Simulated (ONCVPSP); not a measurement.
# Tc: ONCV pseudisation with PBE, scalar-relativistic reference atom.

technetium, optimised norm-conserving Vanderbilt (ONCV), made with ONCVPSP 4.0.1 (PBE, scalar-relativistic). Core [Ar] 3d10, reference 4s2 4p6 4d5 5s0.5 (charge +1.5). Waves: 4s+5s: rc 2.28 bohr, ncon 4, nbas 8, qcut 8.8 1/bohr, 2 projectors; 4p: rc 2.54 bohr, ncon 4, nbas 9, qcut 6.7 1/bohr, 2 projectors, debl 3.1 Ha; 4d: rc 3.20 bohr, ncon 4, nbas 9, qcut 5.4 1/bohr, 3 projectors, debl 1.9 Ha. Local part: polynomial inside 1.90 bohr (lpopt 3, dvloc0 0 Ha). Core correction: Teter function fitted to the true core (icmod 2), fcfact 0.2.

In the p channel the program set the typed energies aside and used -2.100, 0.050 Ha.

Poles of the logarithmic derivatives, all-electron (AE) and pseudo (PS). s: poles at -3.1, 1.5 (AE) and -3.1, 1.5 (PS) Ha. p: poles at -2.1, 1.4 (AE) and -2.1, 1.4 (PS) Ha. d: poles at -0.6, 1.2, 4.1 (AE) and -0.6, 1.2, 4.2 (PS) Ha. Test radii: s 2.32, p 2.58, d 3.24 bohr.

* Cutoffs needed: 15 Ha and 20 Ha (the cutoffs (Ha) at which the residual kinetic energy of the hardest occupied pseudo-wave falls to 1 and 0.1 mHa per electron)
* Ghost test: no bound ghost flagged; no localised positive-energy state flagged
* Largest excitation error: +145 meV (all-electron minus pseudo) for 4s2 4p6 4d4 5s2, out of 4 test configurations
* rms error of d²Exc/dni dnj: 4.93 mHa without and 2.46 mHa with the model core
